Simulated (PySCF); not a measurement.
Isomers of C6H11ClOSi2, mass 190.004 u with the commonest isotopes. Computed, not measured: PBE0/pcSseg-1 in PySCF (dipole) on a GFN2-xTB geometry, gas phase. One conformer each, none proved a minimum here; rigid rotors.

Question: Order these by rotational constant A, smallest first.
A. `[CH3:1][C:2]#[C:3]/[C:4](=[CH:5]\[SiH2:6][O:7][CH3:8])[SiH2:9][Cl:10]` with C4–C5–Si6–O7 73°, C5–Si6–O7–C8 -176°, C3–C4–Si9–Cl10 175°
B. `[CH:1]#[C:2][C@@H:3]1[CH2:4][CH2:5][Si@:6]([Cl:7])([O:8][SiH3:9])[CH2:10]1` with C5–Si6–O8–Si9 -141°, C2–C3–C4–C5 -68°, C3–C4–C5–Si6 -38°, C4–C5–Si6–Cl7 -105°, C5–Si6–C10–C3 13°
C. `[CH:1]#[C:2][SiH2:3][O:4][Si:5]1([Cl:6])[CH2:7][CH2:8][CH2:9][CH2:10]1` with C2–Si3–O4–Si5 -41°, Si3–O4–Si5–Cl6 -92°, O4–Si5–C7–C8 -132°, Si5–C7–C8–C9 37°, C7–C8–C9–C10 -52°, C8–C9–C10–Si5 38°

Answer: B (971.6 MHz), A (994.3 MHz), C (1050 MHz).

Question: Order these by rotational constant B, smallest first.
A. `[CH:1]#[C:2][SiH2:3][O:4][Si:5]1([Cl:6])[CH2:7][CH2:8][CH2:9][CH2:10]1` with C2–Si3–O4–Si5 -41°, Si3–O4–Si5–Cl6 -92°, O4–Si5–C7–C8 -132°, Si5–C7–C8–C9 37°, C7–C8–C9–C10 -52°, C8–C9–C10–Si5 38°
B. `[CH:1]#[C:2][C@@H:3]1[CH2:4][CH2:5][Si@:6]([Cl:7])([O:8][SiH3:9])[CH2:10]1` with C5–Si6–O8–Si9 -141°, C2–C3–C4–C5 -68°, C3–C4–C5–Si6 -38°, C4–C5–Si6–Cl7 -105°, C5–Si6–C10–C3 13°
C. `[CH3:1][C:2]#[C:3]/[C:4](=[CH:5]\[SiH2:6][O:7][CH3:8])[SiH2:9][Cl:10]` with C4–C5–Si6–O7 73°, C5–Si6–O7–C8 -176°, C3–C4–Si9–Cl10 175°

Answer: C (445.9 MHz), A (619.2 MHz), B (751.5 MHz).

Question: Order these by radius of gyration √(Σ m r²/M), smallest first.
A. `[CH3:1][C:2]#[C:3]/[C:4](=[CH:5]\[SiH2:6][O:7][CH3:8])[SiH2:9][Cl:10]` with C4–C5–Si6–O7 73°, C5–Si6–O7–C8 -176°, C3–C4–Si9–Cl10 175°
B. `[CH:1]#[C:2][C@@H:3]1[CH2:4][CH2:5][Si@:6]([Cl:7])([O:8][SiH3:9])[CH2:10]1` with C5–Si6–O8–Si9 -141°, C2–C3–C4–C5 -68°, C3–C4–C5–Si6 -38°, C4–C5–Si6–Cl7 -105°, C5–Si6–C10–C3 13°
C. `[CH:1]#[C:2][SiH2:3][O:4][Si:5]1([Cl:6])[CH2:7][CH2:8][CH2:9][CH2:10]1` with C2–Si3–O4–Si5 -41°, Si3–O4–Si5–Cl6 -92°, O4–Si5–C7–C8 -132°, Si5–C7–C8–C9 37°, C7–C8–C9–C10 -52°, C8–C9–C10–Si5 38°

Answer: B (2.418 Å), C (2.497 Å), A (2.892 Å).

```csv
SMILES,point group,Ia (u·Å²),Ib (u·Å²),Ic (u·Å²),κ,μa (D),μb (D),μc (D)
C#C[SiH2]O[Si]1(Cl)CCCC1,C1,481.17,816.12,1072.74,-0.49,1.02,1.97,0.02
C#C[C@@H]1CC[Si@](Cl)(O[SiH3])C1,C1,520.16,672.47,1028.35,0.08,1.10,0.80,0.22
CC#C/C(=C\[SiH2]OC)[SiH2]Cl,C1,508.27,1133.28,1535.72,-0.65,2.74,1.82,0.11
```
